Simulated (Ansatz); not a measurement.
NiF₂. Charge 0, multiplicity 5. Geometry r2SCAN-D4/def2-TZVP; atoms count from 1.

Cartesian coordinates in Å:
```
Ni -0.333 0.178 -0.653
F -0.136 -1.387 0.127
F 0.469 1.209 0.526
```

At PBE0-D4/def2-TZVP a triplet of charge 0 lies 4.57 eV below the quintet, each at its own geometry. The structure comes from a short search, and lower isomers may exist.

(1) Estimate the Mulliken populations from the PBE0/def2-TZVP orbitals of Ansatz.

(2) Where does the spin sit?

(3) And the Mayer bond orders between heavy atoms (over 0.3)?

Results:

(1) 
```json
{"atom": "Ni1", "charge (e)": "0.70", "spin (α − β)": "3.22", "d electrons": "7.86"}
{"atom": "F2", "charge (e)": "-0.35", "spin (α − β)": "0.39", "d electrons": "–"}
{"atom": "F3", "charge (e)": "-0.35", "spin (α − β)": "0.39", "d electrons": "–"}
```
Mulliken values depend strongly on the basis.

(2) Summed by element: Ni 3.22, F 0.78, of 4 unpaired in all. Largest on single atoms: Ni1 3.22, F2 0.39, F3 0.39.

(3) Ni1–F2 0.90 (1.76 Å); Ni1–F3 0.90 (1.76 Å).
